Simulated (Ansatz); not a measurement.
The same molecule with X = O, S, Se, Te. Ansatz, PBE0-D4/def2-TZVP geometries, multiplicity 1.

Elements past krypton have def2 core potentials. Scalar relativity is left out up to krypton.

```
 X  molecule  mean X–C bond length / Å  HOMO–LUMO gap (ωB97M-V/def2-TZVPP) / eV  HOMO energy (ωB97M-V/def2-TZVPP) / eV  HOMO–LUMO gap (B3LYP/def2-TZVPP) / eV
 O     `COC`                     1.399                                    12.74                                  -9.84                                   8.25
 S     `CSC`                     1.795                                    11.24                                  -8.46                                   6.75
Te  `C[Te]C`                     2.136                                     9.12                                  -7.78                                   4.83
```

Give the row for X = Se, `C[Se]C`. (Best estimate.)

Ansatz gave: 
```csv
X,molecule,mean X–C bond length / Å,HOMO–LUMO gap (ωB97M-V/def2-TZVPP) / eV,HOMO energy (ωB97M-V/def2-TZVPP) / eV,HOMO–LUMO gap (B3LYP/def2-TZVPP) / eV
Se,`C[Se]C`,1.940,10.45,-8.21,5.98
```

From O to Te the mean X–C bond length rises at each step, by 0.737 Å in all; the HOMO–LUMO gap (ωB97M-V/def2-TZVPP) falls at each step, by 3.62 eV in all; the HOMO energy (ωB97M-V/def2-TZVPP) rises at each step, by 2.06 eV in all; the HOMO–LUMO gap (B3LYP/def2-TZVPP) falls at each step, by 3.42 eV in all. Bonds lengthen as the atom grows down the group.

B3LYP here is the variant with VWN-RPA as its local correlation; programs differ in this.

Spin–orbit coupling is left out; it splits and shifts lone-pair levels of the heavy atoms by tenths of an eV.
